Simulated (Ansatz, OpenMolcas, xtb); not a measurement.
Worked example: BrF + CH3Cl → CH3F + BrCl

Species: BrF (bromine fluoride), singlet; CH3Cl (chloromethane) `CCl`, singlet; CH3F (fluoromethane) `CF`, singlet; BrCl (bromine chloride), singlet. The partners trade Br for CH3: F–Br and Cl–CH3 bonds give way to F–CH3 and Cl–Br.

Shapes, held fixed at every level: PBE0-D4/def2-TZVP; BrCl at the measured bond length. Programs: Ansatz 0.2.0, OpenMolcas 26.06, xtb 6.7.1. A level may come from different programs for different species; with the same settings they agree closely. Electronic energies: no zero-point or thermal term.

At B3LYP/6-31G* (spherical functions); 1 Eh = 2625.50 kJ/mol:

| species | energy (Eh) |
| --- | --- |
| BrF | -2673.638641 |
| CH3Cl | -500.104043 |
| CH3F | -139.731824 |
| BrCl | -3034.040193 |

**Question.** Work out ΔE of the reaction at this level.

**Answer.** 
1. Products less reactants: (-139.731824) + (-3034.040193) − [(-2673.638641) + (-500.104043)] = -0.029333 Eh = -77.0 kJ/mol.

Other levels give -75.0 (SVWN5/STO-3G) to -49.7 kJ/mol (HF/3-21G). No measured value is set beside it here. Relativity is left out for Br unless named.
